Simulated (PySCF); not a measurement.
## Static response to an electric field

C7H7OP.
SMILES with atom numbers: `[CH:1]#[C:2][c:3]1[p:4][c:5]([CH3:6])[o:7][c:8]1[CH3:9]` (hydrogens: H10 on C1; H11, H12, H13 on C6; H14, H15, H16 on C9)

Cartesian coordinates in Å at the GFN2-xTB level; atoms count from 1:
```
atom  x, y, z in Å
C1     3.2876    1.5268   -0.1590
C2     2.1497    1.1557   -0.0568
C3     0.8088    0.7518    0.0560
P4    -0.5973    1.8481   -0.0776
C5    -1.5878    0.4712    0.1784
C6    -3.0749    0.4024    0.2337
O7    -0.9298   -0.6910    0.3480
C8     0.4003   -0.5351    0.2788
C9     1.2445   -1.7490    0.4544
H10    4.2827    1.8455   -0.2472
H11   -3.4512   -0.3004   -0.5101
H12   -3.4071    0.0593    1.2143
H13   -3.4934    1.3862    0.0407
H14    1.2022   -2.0957    1.4873
H15    2.2746   -1.5145    0.2013
H16    0.8835   -2.5524   -0.1860
```

Level: CAM-B3LYP/def2-SVPD (PySCF), static field, nuclei fixed, core orbitals frozen in the response. The polarisability tensor in these axes (au):

```
x   147.92   9.80  -4.14
y     9.80 111.20  -7.37
z    -4.14  -7.37  70.90
```

Diagonalise the tensor; give its mean and Δα, where Δα² is half the sum of the squared differences of the eigenvalues.

Principal values 69.52, 109.70 and 150.80 au; mean 110.01 au = 16.30 Å³ = 18.14 × 10⁻⁴⁰ C²·m²/J; Δα = 70.39 au (64 % of the mean).

What is the dipole moment, and where does it point?

(-0.54, -1.70, 0.30) D, 1.81 D in size, pointing from the negative to the positive side. Measured along this direction, the outermost atoms are H10 at the negative end and H16 at the positive end.

Find the Langevin capture rate constant for H3+ (3.023 u) meeting this molecule (138.023 u), k = 2.342 × 10⁻⁹ cm³/s × √(α in Å³ / reduced mass in u).

The reduced mass is 2.96 u, so k = 5.50 × 10⁻⁹ cm³/s. The formula leaves out the permanent dipole, which adds to the capture rate.

Rayleigh depolarisation ratio (linearly polarised light, static tensor)?

ρ = 3Δα²/(45ᾱ² + 4Δα²) = 14865.1/(544577 + 19820.2) = 0.0263.

Estimate the molar refractivity from the static electronic polarisability.

Lorentz–Lorenz: R = (4π/3)N_A α = 2.5225 cm³/(mol·Å³) × 16.30 Å³ = 41.1 cm³/mol, in the limit of long wavelengths.

Give the principal axes and the span of the nuclei along them.

Largest value along (0.96, 0.25, -0.07), where the nuclei span 7.98 Å; middle along (-0.26, 0.95, -0.15), 4.86 Å; least along (0.03, 0.17, 0.99), 1.81 Å. The response follows the extents in order.

Sum over states: ᾱ = Σ f/ω², ω in Eh. What share falls to these 8 lowest TDDFT singlets (eV, f)? 5.07, 0.1036; 5.35, 0.0319; 5.78, 0.0066; 5.83, 0.1485; 5.86, 0.0007; 6.02, 0.0067; 6.03, 0.2700; 6.06, 0.0068.

They add up to 12.98 au, 11.8 % of the 110.01 au; the largest single term is 5.50 au, from the state at 6.03 eV. Terms in order: 2.98, 0.83, 0.15, 3.24, 0.02, 0.14, 5.50, 0.14 au. Higher excitations give the rest. The strengths listed sum to 0.575.

Geometry: GFN2-xTB; no solvent, vibrations or thermal averaging.

The run behind these numbers computed excited states as well. The run took 61 s on one thread, Arm Neoverse V2 (aarch64), shared host with 192 logical CPUs at a one-minute load of 117, and the process peaked at 1.1 GiB of memory.
